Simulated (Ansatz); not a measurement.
Reaction (isomerisation): `CC[O][GaH2]` → `[CH3][Ga]([CH3])[OH]`

Isolated molecules relaxed with PBE0-D4/def2-TZVP in Ansatz; ΔE leaves out vibrations. CBS: MP2 limit from def2 TZ/QZ plus the TZ coupled-cluster correction, frozen cores. Functionals use def2-TZVPP. For Ga outer-core shells are correlated without core-valence functions, which leaves a few kJ/mol of doubt a bond. Scalar relativity is left out up to krypton. Each species was taken in one conformer, which may not be the lowest.

`CC[O][GaH2]`:

```xyz
11

C     1.141   -0.223    0.577
C     0.718    0.361   -0.752
O    -0.666    0.418   -0.974
Ga   -2.043   -0.081    0.037
H     2.232   -0.223    0.654
H     0.745    0.358    1.415
H     0.796   -1.255    0.689
H     1.117    1.380   -0.844
H     1.168   -0.224   -1.565
H    -1.813   -0.708    1.448
H    -3.395    0.198   -0.684
```

`[CH3][Ga]([CH3])[OH]`:

Cartesian coordinates in Å:
```
C 1.820 -0.490 -0.245
Ga 0.000 -0.071 0.340
C -1.517 0.610 -0.710
O -0.257 -0.379 2.095
H 1.810 -1.267 -1.014
H 2.418 -0.838 0.598
H 2.302 0.390 -0.680
H -1.810 -0.123 -1.467
H -1.238 1.525 -1.238
H -2.385 0.822 -0.084
H -1.143 -0.181 2.404
```

Question: Is it downhill or uphill in electronic energy at CCSD(T)/CBS, and by how much? (An estimate is asked.)

Answer: The calculation gave: Downhill: ΔE = -31.8 kcal/mol.

Question: What do these levels give: BLYP-D4, r2SCAN-D4, BHLYP-D4, ωB97X-V, PBE-QIDH, revPBE, r2SCAN, PBE0, r2SCANh, MP2/def2-SVP, CCSD(T)/def2-SVP, MP2/def2-TZVPP? (An estimate is asked.)

Answer: Computed: BLYP-D4 -27.3, r2SCAN-D4 -29.1, BHLYP-D4 -27.3, ωB97X-V -27.5, PBE-QIDH -30.3, revPBE -30.0, r2SCAN -29.2, PBE0 -29.2, r2SCANh -29.3, MP2/def2-SVP -25.7, CCSD(T)/def2-SVP -22.5, MP2/def2-TZVPP -33.1 kcal/mol.

Largest T1 diagnostic among the species: 0.014.

The D4 term adds +0.8 kcal/mol with B3LYP and +0.4 kcal/mol with PBE0; it sums over pairs of atoms, weighted by their polarisabilities, and B3LYP, whose exchange is more repulsive, gets the larger term. At CCSD(T), def2-SVP lies +9.3 kcal/mol from the extrapolated value and def2-TZVPP +1.6 kcal/mol.

B3LYP here is the variant with VWN-RPA as its local correlation; programs differ in this.
